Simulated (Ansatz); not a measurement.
All numbers were calculated with Ansatz.

C3H11AlO2, SMILES `C[O][Al-]([CH3])([CH3])[OH2+]` at its PBE0-D4/def2-TZVP geometry, where that method's forces vanish. The species carries charge 0 and has multiplicity 1.

```
atom   x (Å)   y (Å)   z (Å)
  C1   2.433   0.337  -0.062
  O2   1.293  -0.460   0.000
 Al3  -0.409  -0.044   0.036
  C4  -1.374  -0.389   1.712
  C5  -0.970   1.387  -1.177
  O6  -0.609  -1.800  -0.919
  H7   3.271  -0.231  -0.481
  H8   2.739   0.684   0.935
  H9   2.288   1.225  -0.694
 H10  -2.449  -0.531   1.555
 H11  -1.277   0.458   2.399
 H12  -0.997  -1.267   2.249
 H13  -2.052   1.380  -1.345
 H14  -0.486   1.314  -2.156
 H15  -0.724   2.375  -0.772
 H16  -1.036  -2.491  -0.403
 H17   0.358  -1.948  -0.879
```

Q: For each bond, give half the difference of the two atoms' forces along it (eV/Å; positive pushes the atoms apart) under PBE-D4, r2SCAN-D4, B3LYP-D4, ωB97M-V in def2-TZVPP. (Estimate.)

A: The calculation gave: 
```tsv
bond	length (Å)	PBE-D4	r2SCAN-D4	B3LYP-D4	ωB97M-V
C1–O2	1.393	0.26	0.29	0.30	0.30
C1–H7	1.096	0.07	-0.06	-0.11	-0.12
C1–H9	1.099	0.08	-0.04	-0.08	-0.11
O2–Al3	1.752	0.13	-0.06	-0.04	0.00
Al3–C4	1.964	-0.11	-0.04	0.01	-0.02
Al3–C5	1.958	-0.11	-0.03	0.01	-0.02
Al3–O6	2.008	0.07	-0.04	0.04	0.06
C4–H10	1.096	0.12	0.01	-0.03	-0.04
C4–H11	1.096	0.12	0.00	-0.04	-0.05
C4–H12	1.095	0.11	0.01	-0.03	-0.04
C5–H13	1.095	0.12	0.01	-0.03	-0.04
C5–H15	1.096	0.12	0.00	-0.04	-0.04
O6–H16	0.963	0.34	0.04	0.01	-0.03
O6–H17	0.979	0.42	0.05	0.02	-0.05
```

B3LYP here is the variant with VWN-RPA as its local correlation; programs differ in this.
